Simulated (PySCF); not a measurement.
A structure optimised at B3LYP-D3(BJ)/def2-TZVP, used in a PySCF frequency run:

```xyz
3

O      0.5151    -1.2066     0.0000
S     -0.4566    -0.1200     0.0000
F      0.3538     1.2859     0.0000
```
Charge 0, spin multiplicity 2.

Problem. Write its SMILES, formula and point group.

Solution. O=[S]F, FOS, Cs

Problem. What are its rotational constants (standard atomic weights)?

Solution. 37.997, 9.1642, 7.3835 GHz
